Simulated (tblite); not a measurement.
A tight-binding relaxation on `[Cl][GeH2][SiH2][C@H]1C=C[SiH2]C1`.

Computed with GFN2-xTB geometry optimisation, gas phase (tblite 0.8.0). Start geometry: from a force field or distance geometry. The command runs a driver script over a list of jobs; the input below is this job's line of settings and its coordinates in Å.

Command:
```bash
OMP_NUM_THREADS=1 python probes_run.py task.json out
```

Input:
```
{"job": {"kind": "relax", "xc": "GFN2-xTB", "basis": "xTB"}, "charge": 0, "multiplicity": 1}
Cl    -1.853600     2.440500    -0.744200
Ge    -2.249600     0.896000     0.707200
Si    -1.517300    -1.153000    -0.104900
C      0.336000    -1.129500    -0.384100
C      0.683500    -0.115400    -1.421000
C      1.416200     0.927800    -1.061600
Si     1.867700     0.855600     0.690100
C      1.114800    -0.821400     0.930700
H     -1.473000     1.208500     2.026400
H     -3.769300     0.820300     1.013500
H     -2.205100    -1.425600    -1.386600
H     -1.870500    -2.207800     0.858900
H      0.623400    -2.141200    -0.736700
H      0.325600    -0.207000    -2.450000
H      1.694100     1.740700    -1.731000
H      1.148700     1.884200     1.472300
H      3.324700     0.834400     0.893800
H      0.465300    -0.838900     1.832800
H      1.928500    -1.558900     1.070000
```

Output:
```
step      E/eV     max force
  0    -656.22873    2.009
  1    -656.33229    0.565
  2    -656.36986    0.499
  3    -656.42828    0.604
  4    -656.47235    0.613
  5    -656.50006    0.317
  6    -656.51380    0.259
  7    -656.52458    0.266
  8    -656.53457    0.224
  9    -656.54217    0.233
... (56 lines left out)
 66    -656.56300    0.011
 67    -656.56302    0.010
 68    -656.56304    0.017
 69    -656.56307    0.015
 70    -656.56309    0.011
 71    -656.56312    0.013
 72    -656.56314    0.014
 73    -656.56317    0.018
 74    -656.56319    0.015
 75    -656.56322    0.009
```

«max force» is the largest atomic force in eV/Å.

Q: From which step on does the largest force stay under 0.1 eV/Å, and how much energy is left to gain from there?

A: From step 13 (0.094 eV/Å), 9.0 meV above the end.

Summary of the converged run: energy lowered by 7.7 kcal/mol over 75 steps; largest atomic force 0.009 eV/Å at the end.

Q: Where do the atoms end?

A: 0.134 Å rms from the input after alignment:
```
atom  x, y, z in Å
Cl1   -1.9878    2.5526   -0.5585
Ge2   -2.2107    0.9098    0.7560
Si3   -1.5133   -1.1517   -0.1508
C4     0.3855   -1.1846   -0.4040
C5     0.7496   -0.1961   -1.4585
C6     1.4203    0.9008   -1.1142
Si7    1.8231    0.9141    0.7134
C8     1.1377   -0.8614    0.8999
H9    -1.5728    1.3851    2.0588
H10   -3.6978    0.9441    1.1179
H11   -2.1908   -1.3895   -1.4315
H12   -1.8828   -2.2274    0.7770
H13    0.6408   -2.1901   -0.7560
H14    0.4278   -0.4087   -2.4707
H15    1.6785    1.6562   -1.8380
H16    1.0845    1.9029    1.5093
H17    3.2549    1.0011    1.0213
H18    0.4906   -0.9750    1.7711
H19    1.9530   -1.5730    1.0333
```

Time: 0.92 s wall. Hardware: one thread, Arm Neoverse V1 (aarch64) (shared host).
Labels such as C1 count atoms from 1, the log's own numbers from 0.
